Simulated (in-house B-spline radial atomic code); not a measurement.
## RPA and G0W0 on r2SCAN0: Zr V (Zr4+)

Configuration [Ar] 3d10 4s2 4p6, mean-field start r2SCAN0. Computed with an all-electron radial atomic-structure program (B-spline basis): all electrons, non-relativistic, point nucleus, each spin shell either full or empty, empty states to l = 9 with an (l + 1/2)⁻⁴ tail; G0W0 by contour deformation at full frequency.

Without relativity these are model numbers: it shifts the levels of so heavy an element strongly and can reorder them.

Command:
```bash
python run_gw.py task.json out
```
Settings (radii: box in bohr, nucleus in fm):
```
Z                        40
electrons                36
configuration            [Ar] 3d10 4s2 4p6
hamiltonian              nr
method                   r2scan0
lmax                     9
spin_polarised           False
box_radius               11.96
intervals                51
```

Run time, properties included: 1.2 s on 1 thread of AMD EPYC 7R13 Processor (shared host).

Energies (hartree):

| term | value |
| --- | --- |
| mean-field total | -3538.09097 |
| Hartree-Fock functional on these orbitals | -3536.28837 |
| direct second order | -2.9323 |
| second-order exchange | 0.83984 |
| SOSEX correction | 0.78486 |

Question: What is the RPA correlation energy, and what remains with SOSEX?

Answer: RPA gives -2.6105 hartree (-1.97 eV per electron); RPA + SOSEX gives -1.8256, and the second-order doubles -2.0925 hartree (no singles). RPA lacks exchange-type terms and so overcorrelates at short range.

Quasi-particle levels (eV):

```
level  occupied  mean field  Σx - vxc     Σc  QP weight    G0W0
   4p       yes      -75.29     -4.87      ?          ?       ?
   4d        no      -38.64      5.68  -2.01      0.970  -34.97
```

G0W0 = mean field + (Σx - vxc) + Σc, with Σc (partial-wave tail included) taken at the quasi-particle energy. Only the outer levels were computed. Levels of low weight are left out.

Question: Where does G0W0 put 4p?

Answer: At -80.82 eV, with Σc = -0.66 eV and a quasi-particle weight of 0.957. The tabulated removal energy is 80.348 ± 0.007 eV (NIST, semi-empirical); the calculation leaves out relativity, Breit and QED terms, and what these don't explain is the method's own error.
